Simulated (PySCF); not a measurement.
Compound: CH7B2OP.
Structure used (PBE0-D3(BJ)/def2-SVP), in Å, numbered top down from 1:
```xyz
12
CH7B2OP angstrom
B      2.9644    0.3514    0.6055
P      1.5185    0.2264   -0.4961
B     -0.1992    0.2525    0.2788
O     -1.2144   -0.3658   -0.3402
C     -2.5328   -0.3690    0.1495
H      4.0371   -0.0685    0.2511
H      2.8194    0.9485    1.6435
H      1.6278   -0.7135   -1.5450
H     -0.3487    0.8689    1.3119
H     -2.6156    0.1872    1.0972
H     -2.8562   -1.4085    0.3105
H     -3.1979    0.0889   -0.5983
```

Computed, not measured: core-valence-separated Tamm–Dancoff BHandHLYP/aug-pcX-1 (pcseg-1 on H, def2-SVPD on P) in PySCF, non-relativistic, gas phase, PBE0-D3(BJ)/def2-SVP geometry. No shift to experiment was applied.

The lowest roots of each edge with f over 0.003 (five at most, numbered afresh; weaker and dark ones are left out), with transition dipoles (au) in the frame of the coordinates:

```csv
root,edge,E (eV),f,μx,μy,μz
1,C,286.73,0.0371,-0.0690,-0.0033,0.0228
2,C,287.07,0.0034,-0.0022,-0.0178,0.0126
3,C,287.25,0.0074,0.0285,-0.0126,-0.0090
4,C,287.79,0.0358,-0.0128,-0.0337,-0.0615
5,C,287.94,0.0311,0.0117,-0.0581,0.0298
6,O,531.70,0.0237,-0.0088,0.0357,-0.0217
7,O,534.02,0.0109,-0.0259,0.0033,0.0126
8,O,534.29,0.0042,0.0156,-0.0048,-0.0072
9,O,534.50,0.0057,0.0163,0.0023,-0.0127
10,B,185.90,0.0831,-0.0252,-0.1174,0.0619
11,B,187.64,0.0814,0.0276,-0.1116,0.0669
12,B,190.67,0.0089,0.0362,-0.0024,0.0244
13,B,190.97,0.0132,0.0432,0.0177,-0.0256
14,B,191.09,0.0098,0.0426,-0.0133,-0.0104
```

**Question.** Molecules are fixed in this frame and the field points along (1, 1, 0)/√2. What effective strengths 3 f cos²θ do the roots have (θ between field and μ)?

**Answer.** root 1 (C5): 0.055, root 2 (C5): 0.004, root 3 (C5): 0.003, root 4 (C5): 0.023, root 5 (C5): 0.023, root 6 (O4): 0.014, root 7 (O4): 0.010, root 8 (O4): 0.002, root 9 (O4): 0.007, root 10 (B1): 0.139, root 11 (B3): 0.049, root 12 (B1): 0.008, root 13 (B3): 0.026, root 14 (B1): 0.006. Root 10 is the strongest. Averaged over all orientations cos²θ is 1/3, which gives f back.

One conformer stands for the species.
